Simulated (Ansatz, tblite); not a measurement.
Cost and result up the ladder for Ge(vinyl)(OEt)3 (C8H18GeO3) (30 atoms). Charge 0, multiplicity 1. Geometry: r2SCAN-D4/def2-SVP.

```tsv
atom	x (Å)	y (Å)	z (Å)
Ge1	-0.579	0.137	-0.703
C2	-1.504	-0.947	-1.988
C3	-2.313	-1.944	-1.604
H4	-1.350	-0.738	-3.054
H5	-2.485	-2.159	-0.543
H6	-2.839	-2.572	-2.334
O7	-0.819	1.861	-0.992
C8	0.248	2.804	-0.991
C9	0.718	3.149	0.409
H10	1.099	2.431	-1.590
H11	-0.145	3.705	-1.496
H12	1.480	3.946	0.377
H13	-0.124	3.499	1.026
H14	1.171	2.268	0.890
O15	1.196	-0.027	-0.655
C16	1.777	-1.301	-0.403
C17	2.138	-2.012	-1.694
H18	2.685	-1.128	0.203
H19	1.101	-1.932	0.210
H20	2.653	-2.964	-1.488
H21	1.236	-2.233	-2.286
H22	2.804	-1.381	-2.303
O23	-1.221	-0.405	0.861
C24	-0.718	0.114	2.084
C25	-1.288	-0.699	3.226
H26	0.390	0.074	2.099
H27	-1.004	1.179	2.192
H28	-0.931	-0.316	4.195
H29	-2.388	-0.655	3.215
H30	-0.988	-1.755	3.135
```

Ansatz on 4 threads of Arm Neoverse V2 on a shared host; xTB runs through tblite on one thread. Times are rough, summed over both states, and most runs start from the orbitals of an earlier one. PBE0-D4/def2-SVP serves as the yardstick here, not as an exact answer. The other state is a doublet.

The xTB rows come from tblite. HOMO above LUMO, or a gap near zero within one spin, warns that the state may not be the lowest or that an electron is smeared out.

Raw xTB energies of ions are shifted by several eV.

```csv
level,functions,wall time
GFN2-xTB,71,0.033 s
GFN1-xTB,89,0.049 s
PBE-D4/def2-SVP,276,19 s
PBE0-D4/def2-SVP,276,44 s
```

Task: Estimate what each level gives for the vertical IE (eV).

Result: 
| level | vertical IE (eV) | difference from PBE0-D4/def2-SVP (eV) | remarks |
| --- | --- | --- | --- |
| GFN2-xTB | 13.10 | 3.83 | – |
| GFN1-xTB | 13.98 | 4.71 | – |
| PBE-D4/def2-SVP | 8.50 | -0.76 | gap within one spin near zero (+1 doublet) |
| PBE0-D4/def2-SVP | 9.27 | 0.00 | – |
